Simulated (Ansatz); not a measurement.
A calculation with Ansatz (development build ahead of 0.2.0).

```yaml
crystal:
  periodic: [false, false, false]
  atoms:
    - { symbol: Zr, position_ang: [0.04632, 0.0178, -0.00615] }
    - { symbol: F, position_ang: [1.07458, 1.06122, 1.12627] }
    - { symbol: F, position_ang: [1.06395, -1.0626, -1.11846] }
    - { symbol: F, position_ang: [-1.06547, 1.07248, -1.05946] }
    - { symbol: F, position_ang: [-1.11671, -1.05213, 1.10916] }
basis:
  gaussian: { orbitals: def2-TZVP }
hamiltonian:
  xc: hf
```

The input is written out in the form of the current development build from the run's settings. The basis set brings a core potential for Zr, so the total leaves out those core electrons.

The run gave:

- Converged: yes
- Total energy: -444.80583 hartree
- Spin squared of the determinant: 0.000

Caution: no unrestricted run beside it, a lower state can exist; other spin multiplicities were not run.
